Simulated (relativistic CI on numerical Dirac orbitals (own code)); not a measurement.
**What each ingredient does to the levels of Hf XLVIII**

Base calculation: Dirac-Coulomb-Breit CI, separate exchange-only KLI orbitals for each configuration, model QED, unscaled Slater integrals.

CI space (outside the closed core [Ne]): 3s2 3p6 3d7, 3s2 3p5 3d8, 3s2 3p4 3d9, 3s 3p6 3d8, 3p6 3d9, 3s 3p5 3d9, 3s2 3p6 3d6 4s, 3s2 3p6 3d6 4p, 3s2 3p4 3d8 4s, 3s2 3p6 3d6 4d, 3s2 3p4 3d8 4p, 3s2 3p5 3d7 4s, 3s2 3p6 3d6 4f, 3s2 3p5 3d7 4p, 3s2 3p6 3d5 4s2, 3s 3p6 3d7 4s. Levels of other configurations are missing.

Variants: (1) P86 correlation estimate; (2) QED terms removed; (3) one mean potential for all configurations. Shifts of the energy above 3s2 3p6 3d7 4F_9/2, in eV, for the lowest level and the first level of each name with at least 55 % of one term (blank where a level changes its place among those of its configuration and J or its character, or is not in the variant):

| Level | Base | Δ(1) | Δ(2) | Δ(3) |
| --- | --- | --- | --- | --- |
| 3s2 3p6 3d7 4F_9/2 | 0.000 | 0.000 | 0.000 | 0.000 |
| 3s2 3p6 3d7 4F_7/2 | 57.019 | 0.000 | -0.159 | +0.014 |
| 3s2 3p6 3d7 4P_5/2 | 68.711 | 0.000 | -0.161 | +0.011 |
| 3s2 3p6 3d7 2H_11/2 | 72.275 | 0.000 | -0.158 | +0.011 |
| 3s2 3p6 3d7 2F_5/2 | 83.428 | 0.000 | -0.152 | +0.007 |
| 3s2 3p6 3d7 2D_3/2 | 100.557 | +0.001 | -0.157 | +0.004 |
| 3s2 3p6 3d7 4F_5/2 | 121.330 | 0.000 | -0.313 | +0.026 |
| 3s2 3p5 3d8 4G°_11/2 | 385.971 | +0.298 | +0.502 | -0.126 |
| 3s2 3p5 3d8 2D°_5/2 | 397.576 | +0.299 | +0.507 | -0.124 |
| 3s2 3p5 3d8 2F°_7/2 | 398.647 | +0.299 | +0.506 | -0.125 |
| 3s2 3p5 3d8 4F°_9/2 | 405.445 | +0.299 | +0.506 | -0.121 |
| 3s2 3p5 3d8 4G°_9/2 | 451.842 | +0.298 | +0.351 | -0.124 |
| 3s2 3p5 3d8 2H°_11/2 | 473.707 | +0.299 | +0.355 | -0.124 |
| 3s2 3p5 3d8 2G°_7/2 | 476.297 | +0.299 | +0.351 | -0.121 |

At this charge energies of transitions that change n are usually good to better than 1 %, and those within a shell (Δn = 0) to a few per cent.

Ionisation energy from the two ground configurations alone: base 4117.9 eV; P86 correlation estimate 4120.04 eV. The NIST ASD value (theoretical) is 4118 eV.

LS names give the leading component of a level, which can be under half, so a name can repeat, a term be missing and a line seem to break the LS rules.
